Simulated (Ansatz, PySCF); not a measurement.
Gas-phase reaction (SMILES): C#CB(C)C [ethynyl(dimethyl)borane] + 2 B (BH3) + C (CH4) -> 3 BC (CH5B) + C#C (C2H2); bond separation energy.

Structures are relaxed separately at B3LYP-D3(BJ)/def2-TZVP in Ansatz (an electronic-structure program). Valence correlation only, unless marked. No spin-orbit coupling. Non-relativistic. CBS marks a two-point X^-3 extrapolation of the correlation energy; Hartree-Fock from the larger set. Thermal terms are rigid-rotor harmonic-oscillator values from B3LYP-D3(BJ) frequencies (Ansatz or PySCF) at 298.15 K and 1 atm. 1 Eh = 627.5095 kcal/mol.

```tsv
species	E, CCSD(T)/CBS(cc-pVTZ,cc-pVQZ) (Ansatz) (Eh)	E, wB97M-V/def2-TZVPD (Ansatz) (Eh)	H - E (Eh)	G - E (Eh)
C#CB(C)C	-181.16603	-181.41121	0.10364	0.06563
B (BH3)	-26.54901	-26.58282	0.03008	0.00872
BC (CH5B)	-65.82665	-65.90802	0.06039	0.03227
C#C (C2H2)	-77.22138	-77.32451	0.03061	0.00785
C (CH4)	-40.45816	-40.49098	0.04840	0.02728
```

### Question
Work out ΔE and ΔH, ΔG, ΔS and the equilibrium constant at 298.15 K at the first level, then ΔH at the second.

### Answer

1. ΔE = [3×(-65.82665) + (-77.22138)] - [(-181.16603) + 2×(-26.54901) + (-40.45816)] = 0.02088 Eh = 13.1 kcal/mol at CCSD(T)/CBS(cc-pVTZ,cc-pVQZ).
2. The terms H - E add up to -0.00042 Eh, so ΔH = (0.02088 + (-0.00042))×627.5095 = 12.8 kcal/mol.
3. The terms G - E add up to -0.00569 Eh, so ΔG = 9.5 kcal/mol, and ΔS = (-0.00042 - (-0.00569))×627509.5/298.15 = 11.1 cal/(mol K).
4. log10 K = -ΔG/(RT ln 10) = -7.0, with RT ln 10 = 1.3642 kcal/mol.
5. At wB97M-V/def2-TZVPD the same steps give ΔE = 12.1 and ΔH = 11.8 kcal/mol, a shift of -1.0 from the first level.
6. These values are not checked against measurement here, since the tables used lack a sound gas-phase enthalpy of formation for at least one species.
